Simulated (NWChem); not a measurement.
C$_{3}$H$_{4}$OS; SMILES S1C=COC1

```xyz
9

C     -0.8121    -1.1685     0.0224
C     -1.2570     0.0866     0.0978
S      0.0642     1.2689    -0.0884
C      1.2451    -0.1523     0.1234
O      0.5362    -1.3560    -0.1626
H     -1.3854    -2.0864     0.0462
H     -2.2843     0.4051     0.1997
H      1.6051    -0.1795     1.1600
H      2.0832    -0.0650    -0.5695
```
Atoms are numbered in this order, from 1.

Results from NWChem. Structure relaxed at the B3LYP/6-31G* (spherical d) level. Level: B3LYP/def2-SVP with SMD (1 M gas to 1 M solution), gas-phase geometry.

For solvent chloroform:

```yaml
cavity-dispersion-structure term (kcal/mol): -0.7
```

Task: Estimate the same quantities for solvent dimethyl sulfoxide.

Result: 
| Quantity | Result |
|---|---|
| cavity-dispersion-structure term (kcal/mol) | 0.5 |
